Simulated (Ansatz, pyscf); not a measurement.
H₂B–CH=CH₂ (SMILES BC=C) -> C₂H₅B (SMILES B1CC1), a rearrangement on the singlet surface: B–H broken, B–C, C–H formed. Structures and frequencies: ωB97X-D3(BJ)/def2-SVP in PySCF. Wave-function energies: Ansatz (a first-principles code), frozen core, RHF or UHF references. In kcal/mol, from the reactant's lowest minimum found.

Cost: rough CPU time of the saddle's run relative to CCSD(T)/cc-pV(D+d)Z, from one job on a shared machine, with the HF step and its search for lower states.

```json
[
 {"level": "M06-2X/def2-TZVP", "barrier": "44.94", "reaction energy": "+8.49", "cost": "–"},
 {"level": "PBE0-D3(BJ)/def2-TZVP", "barrier": "42.04", "reaction energy": "+7.48", "cost": "–"},
 {"level": "CCSD(T)/cc-pV(D+d)Z", "barrier": "51.46", "reaction energy": "+16.06", "cost": "1"},
 {"level": "CCSDT(Q)/cc-pV(D+d)Z", "barrier": "51.32", "reaction energy": "+16.21", "cost": "100"},
 {"level": "CCSD(T)/cc-pV(T+d)Z", "barrier": "49.24", "reaction energy": "+13.46", "cost": "13"},
 {"level": "CCSD(T)/cc-pV(Q+d)Z", "barrier": "48.65", "reaction energy": "+12.83", "cost": "–"}
]
```

In cc-pV(D+d)Z, going from CCSD(T) to CCSDT(Q) shifts the barrier by -0.14 and the reaction energy by +0.15 kcal/mol. With HF in the quadruple-zeta basis and the correlation energy extrapolated as X⁻³ from X = 3, 4, CCSD(T) gives 48.28 and +12.36; adding the double-zeta shift gives ΔE‡ = 48.14 and ΔE = +12.51 kcal/mol, without core correlation, relativity or geometry relaxation at these levels. One saddle was located; it need not be the lowest between these sides.
